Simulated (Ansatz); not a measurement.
`N[Si@H](Cl)[Si@@H](N)F` + H₂S → `N[SiH](S)Cl` + `N[SiH2]F`  (cleavage of the Si–Si bond)

Program: Ansatz. Geometries: PBE0-D4/def2-TZVP. ΔE: electronic, gas phase. CCSD(T)/CBS adds triple-zeta CCSD(T) − MP2 to the extrapolated MP2 energy (def2 sets, frozen cores). This one scheme is used for every species. Functionals use def2-TZVPP. B3LYP here is the variant with VWN-RPA as its local correlation; programs differ in this. Each species was taken in one conformer, which may not be the lowest.

`N[Si@H](Cl)[Si@@H](N)F`:

Z-matrix (Å, degrees):
```
Si
F 1 1.608
Si 1 2.338 2 108.2
N 1 1.700 2 115.0 3 117.1
H 1 1.483 2 105.6 3 -124.6
N 3 1.704 1 109.0 2 -161.1
Cl 3 2.094 1 103.7 2 76.7
H 3 1.481 1 117.5 2 -38.5
H 4 1.007 1 122.4 2 77.8
H 4 1.008 1 120.3 2 -74.6
H 6 1.008 3 120.1 1 -43.4
H 6 1.008 3 120.9 1 169.6
```

H₂S:

Z-matrix (Å, degrees):
```
S
H 1 1.341
H 1 1.341 2 92.3
```

`N[SiH](S)Cl`:

```xyz
8

N     0.242   -0.329   -1.360
Si   -0.037   -0.292    0.310
S     0.981    1.432    1.018
Cl   -2.014   -0.147    0.904
H     0.149   -1.187   -1.878
H     0.082    0.483   -1.934
H     0.436   -1.572    0.873
H     0.161    1.611    2.066
```

`N[SiH2]F`:

```xyz
7

N    -1.000    0.309   -0.053
Si    0.650   -0.078    0.012
F     0.963   -1.626    0.294
H    -1.563    0.103   -0.861
H    -1.558    0.402    0.779
H     1.258    0.668    1.136
H     1.250    0.222   -1.306
```

CCSD(T)/CBS gives -0.79 eV.

Another level gave -0.72 eV. Which?
A. PBE-D4/def2-TZVPP
B. SCS-MP2/def2-TZVPP
C. B3LYP-D4/def2-TZVPP
D. CCSD(T)/def2-TZVPP

C. B3LYP-D4 -0.72, SCS-MP2/def2-TZVPP -0.86, CCSD(T)/def2-TZVPP -0.78, PBE-D4 -0.64 eV.

Largest T1 diagnostic among the species: 0.011.

From PBE to PBE0 (25 % exact exchange), in def2-TZVPP and without D4, ΔE moves by −0.06 eV. The D4 term adds +0.06 eV with B3LYP and +0.04 eV with PBE0; it sums over pairs of atoms, weighted by their polarisabilities, and B3LYP, whose exchange is more repulsive, gets the larger term.
